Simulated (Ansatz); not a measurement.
Reaction (redistribution): `C[SiH2]Cl` + `BN([SiH3])[SiH2]Cl` → `[SiH3]N([SiH2]Cl)[SiH2]Cl` + `BC`

Program: Ansatz. Geometries: PBE0-D4/def2-TZVP. ΔE: electronic, gas phase. CCSD(T)/CBS adds triple-zeta CCSD(T) − MP2 to the extrapolated MP2 energy (def2 sets, frozen cores). This one scheme is used for every species. One conformer a species, not always the lowest.

`C[SiH2]Cl`:

```xyz
8

C     0.799   -0.497   -0.369
Si   -0.746    0.303    0.282
Cl   -0.317    2.214    0.927
H     0.579   -1.512   -0.711
H     1.563   -0.554    0.409
H     1.204    0.070   -1.210
H    -1.296   -0.440    1.442
H    -1.785    0.417   -0.770
```

`BN([SiH3])[SiH2]Cl`:

Z-matrix (Å, degrees):
```
Si
N 1 1.762
H 1 1.482 2 109.6
H 1 1.485 2 107.5 3 -119.5
H 1 1.482 2 110.3 3 121.0
Si 2 1.734 1 121.2 3 126.2
B 2 1.412 1 117.6 3 -55.9
Cl 6 2.055 2 109.9 1 66.7
H 6 1.476 2 109.3 1 -174.2
H 6 1.479 2 110.1 1 -50.2
H 7 1.198 2 120.3 1 -178.1
H 7 1.201 2 119.0 1 2.1
```

`[SiH3]N([SiH2]Cl)[SiH2]Cl`:

```xyz
13

Si    1.677    0.446    0.076
N    -0.009   -0.008   -0.006
Si   -0.617   -1.204   -1.095
Cl    1.004   -1.893   -2.166
Si   -1.036    0.835    1.094
Cl   -2.950    0.132    0.806
H     2.543   -0.685    0.481
H     2.161    1.032   -1.196
H     1.719    1.492    1.138
H    -1.572   -0.642   -2.073
H    -1.194   -2.368   -0.390
H    -1.053    2.291    0.829
H    -0.672    0.571    2.504
```

`BC`:

Cartesian coordinates in Å:
```
B 0.030 0.383 -0.791
C -0.089 -0.250 0.617
H -0.459 -0.147 -1.748
H 0.671 1.381 -0.965
H -0.962 -0.889 0.767
H 0.786 -0.922 0.669
H 0.022 0.445 1.451
```

```tsv
species	CCSD/CBS(def2) energy (Eh)
`C[SiH2]Cl`	-789.95602
`BN([SiH3])[SiH2]Cl`	-1121.73265
`[SiH3]N([SiH2]Cl)[SiH2]Cl`	-1845.84283
`BC`	-65.82252
```

Work out ΔE.

ΔE = (-1845.84283) + (-65.82252) − (-789.95602) − (-1121.73265) = 0.02332 Eh = +0.63 eV. CCSD(T)/CBS gives +0.64 eV.

Largest T1 diagnostic among the species: 0.012.

The D4 term adds −0.11 eV with B3LYP and −0.06 eV with PBE0; it sums over pairs of atoms, weighted by their polarisabilities, and B3LYP, whose exchange is more repulsive, gets the larger term. From PBE to PBE0 (25 % exact exchange), in def2-TZVPP and without D4, ΔE moves by −0.05 eV.

B3LYP here is the variant with VWN-RPA as its local correlation; programs differ in this.
